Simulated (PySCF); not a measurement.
Correlation energy of S⁻ (sulfur, charge -1)

[Ne] 3s2 3p5, 2P determinant. Calculation: PySCF 2.14, in aug-cc-pwCVTZ (8s7p5d3f, 75 functions); no relativity, point nucleus. Frozen: 1s2; 15 electrons correlated.

| level | correlation energy (mhartree) |
| --- | --- |
| CCSD | -444.85 |
| (T) | -10.94 |
| CCSD(T) | -455.79 |

Diagnostics: T1 = 0.0077, D1 = 0.0296, largest double amplitude 0.036.

Question: Is a single reference adequate?

Answer: Yes: T1 lies below 0.03 and no double amplitude reaches 0.07.
